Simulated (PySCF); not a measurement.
**Electron correlation in Sb⁺ (antimony, charge +1)**

[Kr] 4d10 5s1 5p3, high-spin 5S determinant (an excited configuration). All numbers are calculated (PySCF 2.14, no relativity, point nucleus, in dyall-av2z (22s16p12d, 130 functions)). Frozen: [Kr] 4d10; 4 electrons correlated; the 62 highest virtual orbitals of each spin left out.

MP2 pair energies summed by pair of shells (mhartree):

```csv
pair,energy,share (%)
5p-5p,-11.65,86.7
5s-5p,-1.78,13.3
```

Total MP2 correlation energy: -13.43 mhartree.

Same-spin part -13.43 and opposite-spin part 0.00 mhartree; SCS-MP2 scales them by 1/3 and 6/5 to -4.48 mhartree.
